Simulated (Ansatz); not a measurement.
CH$_{6}$AlNSSi, SMILES `C[Si]1(N)[AlH][S]1` at its PBE0-D4/def2-TZVP geometry, where that method's forces vanish. Total charge 0; spin multiplicity 1.

```xyz
11

C    -0.1300    1.6034   -0.4247
Si    0.0560   -0.1775    0.0991
N     1.5680   -0.7021   -0.5082
Al   -1.2263   -1.3158    1.6664
S    -1.7430   -1.3555   -0.4472
H    -0.0715    1.6807   -1.5150
H     0.6623    2.2187    0.0078
H    -1.0961    2.0003   -0.1114
H     1.9235   -0.3269   -1.3740
H     1.9006   -1.6383   -0.3482
H    -1.8434   -1.9870    2.9553
```

(1) What forces (eV/Å) does ωB97M-V/def2-TZVPP give on these atoms in Ansatz? (An estimate is asked.)

## Answers

(1) The calculation gave: 
```
C1   0.007  0.027 -0.024
Si2 -0.124  0.006  0.094
N3   0.054 -0.021 -0.051
Al4 -0.060 -0.059  0.066
S5   0.032  0.022  0.035
H6  -0.002 -0.002  0.077
H7  -0.059 -0.036 -0.035
H8   0.063 -0.024 -0.021
H9   0.003 -0.020  0.021
H10  0.007  0.023 -0.014
H11  0.079  0.084 -0.148
```
